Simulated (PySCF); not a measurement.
**From computed data to an observable: dipole moment from atomic charges**

B(Cl)(NCO)(OH) (CHBClNO2), SMILES O=C=NB(O)Cl. Atoms are numbered in the order given.

```xyz
7

B      0.4794    -0.6130     0.0000
Cl    -1.0439    -1.5474     0.0000
N      0.4410     0.8037     0.0000
C      0.0127     1.9280     0.0000
O     -0.3476     3.0426     0.0000
O      1.6725    -1.2444     0.0000
H      1.5880    -2.2094     0.0000
```
Charge 0, spin multiplicity 1.

Coordinates come from a TPSSh-D3(BJ)/def2-SVP optimisation. This is a generated structure with no PubChem entry under its InChIKey; it may be hypothetical. One conformer was computed; it need not be the lowest.

Charges (e) from PBE0/def2-TZVP in PySCF:

```json
[
 {"atom": "B1", "ESP fit": "0.331", "IAO": "0.423"},
 {"atom": "Cl2", "ESP fit": "-0.158", "IAO": "-0.128"},
 {"atom": "N3", "ESP fit": "-0.232", "IAO": "-0.380"},
 {"atom": "C4", "ESP fit": "0.473", "IAO": "0.570"},
 {"atom": "O5", "ESP fit": "-0.312", "IAO": "-0.347"},
 {"atom": "O6", "ESP fit": "-0.518", "IAO": "-0.528"},
 {"atom": "H7", "ESP fit": "0.415", "IAO": "0.389"}
]
```

The dipole moment of the full density is 2.28 D.

Task: What dipole moment does each set of point charges give, and which comes closer to that of the density?

Result: 
μ = Σ q r, and 1 e Å = 4.8032 D.
ESP fit: Σ q r = (0.128, -0.455, 0.000) e Å, |μ| = 2.27 D.
IAO: Σ q r = (0.031, -0.526, 0.000) e Å, |μ| = 2.53 D.
ESP fit comes closer in size. Point charges leave out the atoms' own dipoles (lone pairs, polarised bonds); fits to the potential absorb them, partitions of the density don't.
